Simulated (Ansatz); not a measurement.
Gas-phase electronic energies from Ansatz, PBE0-D4/def2-TZVP geometries. CBS: MP2 limit from def2 TZ/QZ plus the TZ coupled-cluster correction, frozen cores. This one scheme is used for every species, atoms too. For atomizations the MP2-based limit and the directly extrapolated one differ by several kJ/mol either way, and by 10 to 25 for some Ge, Se and Sn compounds, so smaller differences from it don't rank the levels. Functionals use def2-TZVPP. B3LYP here is the variant with VWN-RPA as its local correlation; programs differ in this. HSE06 is defined as in plane-wave codes. No spin–orbit coupling; open shells (•) take unrestricted orbitals. Spin–orbit coupling would lower the free atoms: a little for F, O; clearly for Ge. Bonds to Ge are less sure, by a few kJ/mol each and by 10 to 20 or more in all where they break to atoms, as the def2 sets lack core-valence functions. Scalar relativity is left out up to krypton.

Consider the atomization: `[O][GeH]([F])[F]`• → 2 F• + Ge• + H• + O•.

| level | ΔE (kJ/mol) | difference from CCSD(T)/CBS |
| --- | --- | --- |
| LDA (SPW92) | 1894.3 | 297.4 |
| PBE-D4 | 1630.5 | 33.6 |
| revPBE-D4 | 1566.0 | -30.9 |
| BLYP-D4 | 1595.1 | -1.8 |
| r2SCAN-D4 | 1610.0 | 13.1 |
| B97M-V | 1611.8 | 14.9 |
| PBE0-D4 | 1560.6 | -36.3 |
| B3LYP-D4 | 1568.0 | -28.9 |
| r2SCANh-D4 | 1581.8 | -15.1 |
| r2SCAN0-D4 | 1542.2 | -54.7 |
| HSE06-D4 | 1561.5 | -35.4 |
| BHLYP-D4 | 1486.0 | -110.9 |
| CAM-B3LYP-D4 | 1596.2 | -0.7 |
| ωB97X-V | 1606.2 | 9.3 |
| ωB97M-V | 1580.3 | -16.6 |
| B2PLYP | 1570.6 | -26.3 |
| PBE-QIDH | 1561.9 | -35.0 |
| PBE | 1623.0 | 26.1 |
| BLYP | 1578.2 | -18.7 |
| PBE0 | 1554.3 | -42.6 |
| B3LYP | 1555.7 | -41.2 |
| r2SCANh | 1580.0 | -16.9 |
| r2SCAN0 | 1540.2 | -56.7 |
| HSE06 | 1555.7 | -41.2 |
| BHLYP | 1476.6 | -120.3 |
| CAM-B3LYP | 1589.9 | -7.0 |
| LC-ωPBE | 1593.4 | -3.5 |
| HF/def2-SVP | 1034.8 | -562.1 |
| MP2/def2-SVP | 1519.5 | -77.4 |
| CCSD/def2-SVP | 1434.9 | -162.0 |
| CCSD(T)/def2-SVP | 1454.0 | -142.9 |
| MP2/def2-TZVPP | 1620.6 | 23.7 |
| SCS-MP2/def2-TZVPP | 1586.9 | -10.0 |
| CCSD/def2-TZVPP | 1521.8 | -75.1 |
| CCSD(T)/def2-TZVPP | 1555.9 | -41.0 |
| HF/def2-QZVPP | 1077.0 | -519.9 |
| MP2/def2-QZVPP | 1646.4 | 49.5 |
| SCS-MP2/def2-QZVPP | 1617.4 | 20.5 |
| HF/CBS(def2) | 1077.9 | -519.0 |
| MP2/CBS(def2) | 1661.5 | 64.6 |
| CCSD(T)/CBS | 1596.9 | 0 |

Largest T1 diagnostic among the species: 0.013.

From BLYP to BHLYP (50 % exact exchange), in def2-TZVPP and without D4, ΔE moves by −101.6 kJ/mol: exact exchange takes away binding that semilocal exchange gives to molecules. Leaving LDA and LC-ωPBE aside and taking each functional with its dispersion term where it has one, the values spread over 144.5 kJ/mol, from BHLYP-D4 to PBE-D4. LDA lies +271.3 kJ/mol from PBE without D4, its usual overbinding. At CCSD(T), def2-SVP lies −142.9 kJ/mol from the extrapolated value and def2-TZVPP −41.0 kJ/mol: correlation converges slowly with the basis, and small sets miss more of it in the bonded molecule than in its fragments.
